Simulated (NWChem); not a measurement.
System: C2H6MgS; SMILES [CH3][Mg][S]C

Here is an NWChem input.

```
start job
memory heap 200 mb stack 900 mb global 1100 mb
geometry units angstroms noautosym nocenter noautoz
  Mg    -0.109197    -1.064385     0.010012
  C     -0.425433    -3.128117     0.036226
  H      0.526920    -3.681067     0.106323
  H     -0.936748    -3.478631    -0.876372
  H     -1.043566    -3.438442     0.895777
  S      0.313636     1.217265    -0.010517
  C     -1.345312     1.994795    -0.033816
  H     -1.917432     1.730795    -0.934809
  H     -1.192261     3.082984    -0.039969
  H     -1.936914     1.743780     0.858264
end
basis spherical
  Mg library 6-31g*
  C library 6-31g*
  H library 6-31g*
  S library 6-31g*
end
dft
  xc pbe0
  iterations 150
end
property
  efieldgrad
end
task dft property
```

The geometry was optimised at PBE0/def2-SVP.

Vzz is the largest principal value of the second derivative of the potential at the nucleus (NWChem prints the opposite sign); η is the asymmetry. Non-relativistic.

Atoms are numbered as in the input.

Problem. Give the results of this calculation. (PBE0/6-31G* (spherical d).) Quantities: Vzz Mg1 (a.u.); η Mg1; Vzz S6 (a.u.); η S6.

Solution. Vzz Mg1 (a.u.): -0.747
η Mg1: 0.13
Vzz S6 (a.u.): 2.112
η S6: 0.50
